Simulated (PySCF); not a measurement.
Spectrum to structure. Level of theory: TDDFT CAM-B3LYP/def2-SVPD, vertical, gas phase, core orbitals frozen in the response in PySCF 2.14.0, density-fitted response routines. Geometries: GFN2-xTB, one conformer each.

```
state  ν̃ (cm⁻¹)      f     main configurations (H = HOMO, L = LUMO)
   S1      51390  0.160           H→L (45%), H→L+1 (31%), H→L+2 (8%)
   S2      54780  0.038          H-1→L (38%), H→L+1 (27%), H→L (12%)
   S3      55510  0.011    H-3→L+1 (41%), H-3→L (26%), H-3→L+2 (15%)
   S4      56040  0.047      H→L+3 (37%), H→L+2 (25%), H-1→L+1 (12%)
   S5      56670  0.049        H→L (24%), H→L+3 (20%), H-1→L+1 (17%)
   S6      57990  0.150       H-1→L (46%), H-1→L+1 (32%), H→L+1 (8%)
   S7      59680  0.010        H→L+2 (28%), H→L+6 (19%), H→L+4 (17%)
   S8      60490  0.031  H-1→L+2 (51%), H-1→L+1 (13%), H-1→L+3 (11%)
```

Problem. Which candidate is it?
A. `C=C/C(=N/N=C)C(F)(F)F`
B. `C#CCN/N=C/C(F)(F)F`
C. `C=CCN1C=C(F)C=N1`

Solution. C. Its S1, at 6.37 eV, is the highest among the candidates; the nearest of the others has S1 at 5.87 eV. S1 is HOMO→LUMO (45%), HOMO→LUMO+1 (31%), HOMO→LUMO+2 (8%). Löwdin shares by element: HOMO carbon 44% or more, nitrogen 16% or more, fluorine 13% (atoms not listed hold the other 28%); LUMO carbon 60% or more, hydrogen 6% or more (atoms not listed hold the other 34%). At the same level the other candidates give, for their lowest levels:
- `C#CCN/N=C/C(F)(F)F`: 5.87 eV (f 0.368); 6.04 eV (f 0.112); 6.28 eV (f 0.001); 6.49 eV (f 0.000); 6.86 eV (f 0.001); T1 3.60 eV; HOMO -8.50, LUMO 0.34 eV
- `C=C/C(=N/N=C)C(F)(F)F`: 4.31 eV (f 0.033); 4.57 eV (f 0.175); 4.98 eV (f 0.206); 6.44 eV (f 0.245); 6.83 eV (f 0.209); T1 2.59 eV; HOMO -8.14, LUMO -0.86 eV

Conformer computed: `[CH2:1]=[CH:2][CH2:3][n:4]1[cH:5][c:6]([F:7])[cH:8][n:9]1`: C1–C2–C3–N4 131°, C2–C3–N4–C5 -71°.
Triplets come from the Tamm–Dancoff approximation.
